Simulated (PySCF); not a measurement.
Species: C₄H₁₀O₂S.
Z-matrix (Å and degrees, PBE0-D3(BJ)/def2-SVP geometry), rows numbered from 1:
```
C 
C   1  1.5123
S   2  1.8398  1  112.73
O   3  1.5112  2  106.76  1   -32.19
C   3  1.8512  2   99.12  1    79.33
O   5  1.3725  3  116.96  2   -52.82
C   6  1.4134  5  114.76  3   -79.29
H   1  1.1002  2  110.36  3   162.22
H   1  1.1008  2  109.03  3    43.08
H   1  1.0968  2  111.27  3   -76.69
H   2  1.1015  1  111.28  3  -115.18
H   2  1.1015  1  114.28  3   122.74
H   5  1.1082  3  102.76  2  -176.96
H   5  1.1029  3  105.24  2    68.96
H   7  1.0996  6  111.51  5    60.13
H   7  1.1062  6  110.53  5   -61.20
H   7  1.0979  6  106.88  5  -179.32
```

Linear response at wB97X-D/def2-SVPD (PySCF, frozen core in the response, non-relativistic).

Static isotropic polarisability: 79.25 au (11.74 Å³), principal values 73.5, 77.9, 86.3 au.

(1) What is the polarisability at 1064 nm and at the sodium D line?

(2) What is the isotropic C6 coefficient between two such molecules, C6 = (3/π)∫α(iω)² dω?

(3) Which effective excitation energy ω̄ makes London's formula C6 = (3/4)α²ω̄ exact here?

(4) What n − 1 at the D line would an ideal gas of it have at 273.15 K and 1 atm (2.6868 × 10¹⁹ cm⁻³), by n − 1 = 2π·N·α′?

(5) What molar refraction at the D line follows from R = (4π/3)·N_A·α′, with α′ the polarisability volume?

(6) What three-body coefficient follows from the one-pole estimate C9 = (3/4)·α·C6?

(7) How anisotropic is the static polarisability, by Δα² = ½[(α1 − α2)² + (α2 − α3)² + (α3 − α1)²]?

(8) The lowest 6 singlets have (eV, f): 5.64, 0.007; 6.09, 0.050; 6.53, 0.068; 6.61, 0.009; 6.90, 0.024; 7.27, 0.011. What share of the static polarisability do they carry in the sum over states α = Σ f/ω²?

(9) How many electrons N does the Slater–Kirkwood formula C6 = (3/4)·√N·α^(3/2) need to give this C6?

Answers

(1) 79.86 au at 1064 nm (+0.8 %), 81.31 au at 589.3 nm (+2.6 %). The rise at 589.3 nm is 3.37 times that at 1064 nm; a pure ω² law gives 3.26. The lowest singlet lies at 220 nm, shorter than both wavelengths.

(2) 2740 au (Eh·bohr⁶) by a ten-point quadrature over imaginary frequencies, which is 1640 eV·Å⁶ or 158 J·nm⁶/mol.

(3) ω̄ = 4·C6/(3α²) = 0.582 Eh = 15.8 eV. A one-pole form α(ω) = α/(1 − ω²/ω̄²) fitted to the 1064 nm value gives 13.3 eV.

(4) 20.34 × 10⁻⁴, a formal value whether or not that pressure can be reached.

(5) α′ = 12.05 Å³ gives R = 30.39 cm³/mol, for isolated, non-vibrating species.

(6) 163000 au. This is an estimate from the two numbers above, not a computed integral.

(7) Δα = 11.3 au, or 0.14 of the isotropic value.

(8) 3.05 au, 3.8 % of α; the largest term, 1.19 au, is that of the state at 6.53 eV. Their oscillator strengths add up to 0.17. Higher states carry the rest.

(9) N = (4·C6/3)²/α³ = 26.8; the species has 66 electrons in all.

One conformer stands for the species.

The pairwise dispersion term of wB97X-D wasn't added to the energies; at a given geometry it leaves orbitals and properties as they are.
